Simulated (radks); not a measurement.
Task: Coulomb parameter of the 4d shell of the molybdenum ion Mo3+ in the model configuration [Kr] 4d2 5s1, as a second difference U = [E(n + 1) + E(n - 1) - 2 E(n)] / (1)^2 with all orbitals relaxed. "Bare": the charge of the atom changes with n. "Screened": the 5s shell takes up the change at fixed total charge, which measures U(4d,4d) + U(5s,5s) - 2 U(4d,5s). Method: scalar-relativistic Kohn-Sham, PBE, spin-unpolarised, spherical densities, point nucleus; computed with a radial shooting solver on a logarithmic mesh with Libxc functionals. Estimate both.

Result: U(bare) = 13.127 eV, U(screened by 5s) = 1.643 eV, against the Slater integral F0(4d,4d) = 15.790 eV with frozen orbitals.
